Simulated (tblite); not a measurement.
`C=C[C@@]12C=CC[C]1C2` [radical] (doublet state). Computed geometry: GFN2-xTB, gas phase. This method treats the open shell by occupation alone, without spin polarisation.

```
atom  x, y, z in Å
C1     2.6253   -0.1661    0.6329
C2     1.5992   -0.8326    0.1235
C3     0.2795   -0.2635   -0.1626
C4    -0.8712   -1.1659   -0.3820
C5    -2.0121   -0.6112    0.0219
C6    -1.8101    0.7705    0.5856
C7    -0.3379    0.9785    0.4172
C8     0.2135    1.0998   -0.9239
H9     3.5707   -0.6441    0.8219
H10    2.5518    0.8770    0.8915
H11    1.6970   -1.8862   -0.1073
H12   -0.7537   -2.1613   -0.7760
H13   -2.9881   -1.0644   -0.0119
H14   -2.1112    0.7920    1.6380
H15   -2.3966    1.5285    0.0599
H16    1.1871    1.5459   -1.0624
H17   -0.4502    1.2151   -1.7764
```

(1) Which two atoms are farthest apart?

(2) Work out the bond lengths C3–C7, C3–C8, C4=C5, C5–C6, C5–H13, C8–H17 in bohr.

(3) Give the dihedral angles C8–C3–C7–C6, C4–C3–C7–C6, C4–C3–C7–C8, C4–C5–C6–H15, C3–C4–C5–C6, C7–C3–C4–C5.

(4) What is the repulsion energy of the bare nuclei, Σ ZA·ZB/RAB?

(5) Where is the centre of mass (commonest isotopes), and what is the radius of gyration?

(6) What are the angles C2–C1–H10, C4–C3–C8, C2–C3–C7, C4–C5–C6, C5–C6–H15, C5–C6–H14, C7–C6–H15, C3–C8–H17?

(7) Write the matrix of distances between heavy atoms (Å, lower triangle).

Results:

(1) H9···H13, 6.62 Å; the next longest distance is 6.40 Å.

(2) For C3–C7 the difference vector is (-0.6174, 1.2420, 0.5798) Å, of length 1.5033 Å. 1 bohr = 0.529177 Å. C3–C7 2.841; C3–C8 2.953; C4=C5 2.516; C5–C6 2.846; C5–H13 2.035; C8–H17 2.053 bohr.

(3) C8–C3–C7–C6 114° (anticlinal); C4–C3–C7–C6 2° (synperiplanar); C4–C3–C7–C8 -111° (anticlinal); C4–C5–C6–H15 122° (anticlinal); C3–C4–C5–C6 0° (synperiplanar); C7–C3–C4–C5 -2° (synperiplanar). Dihedral signs follow IUPAC: positive where, seen along the central bond, the front bond turns clockwise onto the rear one.

(4) 341.47 Eh over 136 pairs, with full nuclear charges and distances in bohr; the largest single term is 14.37 Eh (C1 with C2).

(5) Mass 105.070 u; centre at (-0.033, -0.020, 0.033) Å; Rg = √(Σ m r²/M) = 1.877 Å. As Ia + Ib + Ic = 2 Σ m r², the three principal moments sum to 740.7 u·Å².

(6) From the scalar product of the two bond vectors; for C2–C1–H10 it is -0.7515 Å² over 1.3254 × 1.0772 Å², cos θ = -0.5264. C2–C1–H10 121.8°; C4–C3–C8 115.3°; C2–C3–C7 128.0°; C4–C5–C6 112.4°; C5–C6–H15 112.6°; C5–C6–H14 109.9°; C7–C6–H15 112.2°; C3–C8–H17 120.0°.

(7) 
```
C1    0.000
C2    1.325  0.000
C3    2.479  1.465  0.000
C4    3.776  2.544  1.479  0.000
C5    4.699  3.620  2.325  1.331  0.000
C6    4.533  3.796  2.449  2.360  1.506  0.000
C7    3.184  2.668  1.503  2.350  2.342  1.496  0.000
C8    3.137  2.598  1.563  2.570  2.962  2.546  1.455  0.000
```

Its GFN2-xTB frequencies are all real (lowest 78 cm⁻¹).

One conformer stands for the species.
